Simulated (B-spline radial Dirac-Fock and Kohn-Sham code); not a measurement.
ΔSCF core binding energies without Breit or QED terms, calculated with a B-spline atomic structure program.

A sound run for the Sn atom in the configuration [Kr] 4d10 5s2 5p2: The ground state converged in 10 iterations, with total energy -6176.13019 Ha, virial ratio 1.94964 and highest orbital energy -6.57 eV. ΔSCF binding energies: K (1s) 29303.3 eV, L3 (2p3/2) 3944.6 eV, M5 (3d5/2) 493.3 eV.

A second run, with one unsound setting: The ground state had not converged after 5 iterations, with total energy -6176.12991 Ha, virial ratio 1.94978 and highest orbital energy -6.60 eV. ΔSCF binding energies: K (1s) 29303.4 eV, L3 (2p3/2) 3944.6 eV, M5 (3d5/2) 493.3 eV (not all states converged, so these are not final).

```
iter   energy (Ha)        error
   1    -6174.45949593  1.76e+00
   2    -6175.42857808  1.87e-01
   3    -6176.10678845  3.51e-02
   4    -6176.12925036  7.63e-03
   5    -6176.12990778  3.40e-03
```

Task: Which fault fits the second run best?
A. functional not served
B. overfilled shell
C. mesh too coarse
D. too few iterations

Result: D. The input had maxit = 5: maxit ends the run before self-consistency.
